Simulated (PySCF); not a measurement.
## Shapes and spin states of [RuH5]-

All numbers come from PBE0 in PySCF with Ru def2-TZVPD with ECP28, H def2-TZVPD; scalar-relativistic core potentials, no spin–orbit coupling; density-fitted integrals.

Relaxations began from a few typed shapes and spin states; open shells are unrestricted. The search is not exhaustive: other isomers or separated fragments can lie lower, and high-lying points may rest on an excited occupation.

(1) Which is the lowest minimum found?
A. quintet C4v: Ru–H 1.662 Å (×4), Ru–H 1.704 Å; H–Ru–H 78.7° (×4), H–Ru–H 116.3° (×4), H–Ru–H 127.4° (×2)
B. triplet C2v: Ru–H 1.622 Å (×2), Ru–H 1.658 Å (×2), Ru–H 1.676 Å; H–Ru–H 68.3°, H–Ru–H 69.3° (×2), H–Ru–H 107.0° (×4), H–Ru–H 138.6°, H–Ru–H 145.9° (×2)
C. singlet D3h: Ru–H 1.569 Å (×3), Ru–H 1.703 Å (×2); H–Ru–H 90.0° (×6), H–Ru–H 120.0° (×3), H–Ru–H 180.0°
D. singlet C3v: Ru–H 1.562 Å (×3), Ru–H 1.591 Å, Ru–H 1.811 Å; H–Ru–H 62.1° (×3), H–Ru–H 99.8° (×3), H–Ru–H 117.9° (×3), H–Ru–H 180.0°
E. triplet C2v: Ru–H 1.546 Å, Ru–H 1.678 Å (×2), Ru–H 1.714 Å (×2); H–Ru–H 90.0° (×6), H–Ru–H 106.4° (×2), H–Ru–H 147.2°, H–Ru–H 179.7°
F. singlet Cs: Ru–H 1.553 Å, Ru–H 1.560 Å (×2), Ru–H 1.683 Å (×2); H–Ru–H 62.0°, H–Ru–H 66.6° (×2), H–Ru–H 88.4° (×2), H–Ru–H 90.0° (×2), H–Ru–H 128.6° (×2)
G. singlet Cs: Ru–H 1.566 Å (×2), Ru–H 1.611 Å, Ru–H 1.648 Å, Ru–H 1.730 Å; H–Ru–H 39.2°, H–Ru–H 72.7° (×2), H–Ru–H 94.7° (×2), H–Ru–H 97.9° (×2), H–Ru–H 98.5°
H. singlet C2v: Ru–H 1.576 Å, Ru–H 1.636 Å (×4); H–Ru–H 60.8° (×2), H–Ru–H 106.6° (×2), H–Ru–H 108.5° (×4), H–Ru–H 142.9° (×2)

Answers

(1) G. The others lie at 3.0 (singlet C3v), 5.6 (singlet Cs, a saddle point), 75.7 (triplet C2v, a saddle point), 106.2 (singlet D3h, a saddle point), 112.9 (triplet C2v, a saddle point), 149.7 (quintet C4v), 156.0 (singlet C2v, a saddle point) kJ/mol above it.

For the lowest minimum: stability towards spin polarisation was not tested. The lowest empty level of this anion is unbound, so it and the gap depend on the basis.
